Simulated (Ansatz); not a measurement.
Computed with Ansatz on PBE0-D4/def2-TZVP structures; ΔE is electronic, products minus reactants. CCSD(T)/CBS adds triple-zeta CCSD(T) − MP2 to the extrapolated MP2 energy (def2 sets, frozen cores). Functionals use def2-TZVPP. One conformer a species, not always the lowest.

`C=C[Si](O)(O)S` + `CCCO` → `C=COCCC` + `O[SiH](O)S`  (substitution at a C–Si bond)

| level | ΔE (kcal/mol) |
| --- | --- |
| r2SCAN | 10.0 |
| CCSD/def2-TZVPP | 12.3 |

(1) What does CCSD(T)/CBS give? (An estimate is asked.)

Largest T1 diagnostic among the species: 0.012.

Answers

(1) The calculation gave: +12.6 kcal/mol. The listed levels differ from it by -2.6, -0.3 kcal/mol.

The D4 term adds +1.2 kcal/mol with B3LYP and +0.6 kcal/mol with PBE0; it sums over pairs of atoms, weighted by their polarisabilities, and B3LYP, whose exchange is more repulsive, gets the larger term. From PBE to PBE0 (25 % exact exchange), in def2-TZVPP and without D4, ΔE moves by +1.1 kcal/mol.

B3LYP here is the variant with VWN-RPA as its local correlation; programs differ in this.
